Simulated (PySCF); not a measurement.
**GeCl and its ions**

r²SCAN; PySCF, scalar-relativistic core potentials, basis sets Ge cc-pVDZ-PP with ECP10, Cl cc-pV(D+d)Z. Neutral (UKS): doublet (π ↑), Re = 2.197 Å, ωe = 397 cm⁻¹, De = 4.11 eV, HOMO -4.40 eV, LUMO -3.84 eV.

GeCl⁺ (UKS): singlet (closed shell), Re = 2.080 Å, ωe = 494 cm⁻¹, De = 4.68 eV to Ge⁺ + Cl. The energies at the minima are -754.66323 hartree for GeCl and -754.38959 for GeCl⁺.

(1) Work out the adiabatic ionisation energy, without and with harmonic zero-point energies (1 hartree = 27.2114 eV, 1 eV = 8065.5 cm⁻¹), and the change of the bond length.

For an ion De counts to the pair picked by the measured ionisation energies or electron affinities, which need not be the lowest pair at this level. States were picked by a PBE0 search and need not be the measured ground states.

Results:

(1) At r²SCAN: 0.27364 hartree = 7.446 eV between the minima; the zero-point term (494.0 − 397.0)/2 cm⁻¹ = +0.006 eV makes it 7.452 eV. Re changes by -11.7 pm against the neutral. The electron leaves a π orbital, and the shorter bond of the ion fits an antibonding orbital, or a change in how ionic the bond is.
